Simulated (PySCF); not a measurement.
These 2 structures share the formula [C6H6NO]+ (charge +1). Theory: PySCF, PBE0-D3(BJ)/def2-SVP geometry optimisation, gas phase. Energies are electronic, without zero-point or thermal terms, for one conformer each. No frequencies were run at this level. Point groups hold within 0.08 Å.

Task: Rank from lowest to highest electronic energy at this level (kcal/mol).
A. `[CH:1]#[C:2][CH2:3][n+:4]1[cH:5][cH:6][o:7][cH:8]1` (charge +1) with C2–C3–N4–C5 50°
B. `[O+:1]#[C:2][CH2:3][n:4]1[cH:5][cH:6][cH:7][cH:8]1` (charge +1) with C2–C3–N4–C5 -80°

Result: B (0.0), A (8.4).

| SMILES | E (Eh) | E rel (kcal/mol) | dipole about centre of mass (D) | point group | A, B, C (MHz) |
| --- | --- | --- | --- | --- | --- |
| [O+]#CCn1cccc1 | -361.21680 | 0.0 | 5.21 | Cs | 4452, 1473, 1463 |
| C#CC[n+]1ccoc1 | -361.20340 | 8.4 | 1.29 | C1 | 5869, 1340, 1178 |

Task: As an exercise, what shares would exp(−E/RT) give at 2000 K from these electronic energies alone (no entropy, no degeneracies)?

Result: RT = 3.974 kcal/mol: [O+]#CCn1cccc1 89.3 %, C#CC[n+]1ccoc1 10.7 %.
